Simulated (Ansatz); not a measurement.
(TlH)n off: binding per atom (eV) at several levels, gas phase, relaxed structures; Ansatz. Clusters are the lowest isomers that short searches found in that spin, judged at the geometry's level. Core potentials for Tl in the def2 sets, no spin–orbit coupling. Binding counts from free atoms in the multiplicity of their measured ground term, without zero-point energy. The structures are stationary points that may keep the symmetry of their start. Correlated methods freeze inner cores and use unrestricted references for open shells.

```
species    state             geometry  PBE-D4/def2-SVP  PBE-D4/def2-TZVP  r2SCAN-D4/def2-TZVP  PBE0-D4/def2-SVP  PBE0-D4/def2-TZVP  MP2/def2-TZVP
   TlH2  doublet  r2SCAN-D4/def2-TZVP             1.19              1.21                 1.26              1.17               1.20           0.96
  Tl4H5  doublet      PBE-D4/def2-SVP             1.68              1.69                 1.68              1.62               1.64           1.47
```

Q: Estimate the rows for Tl3H4 (doublet, PBE-D4/def2-SVP geometry).

A: 
| species | state | geometry | PBE-D4/def2-SVP | PBE-D4/def2-TZVP | r2SCAN-D4/def2-TZVP | PBE0-D4/def2-SVP | PBE0-D4/def2-TZVP | MP2/def2-TZVP |
| --- | --- | --- | --- | --- | --- | --- | --- | --- |
| Tl3H4 | doublet | PBE-D4/def2-SVP | 1.60 | 1.62 | 1.62 | 1.55 | 1.57 | 1.39 |
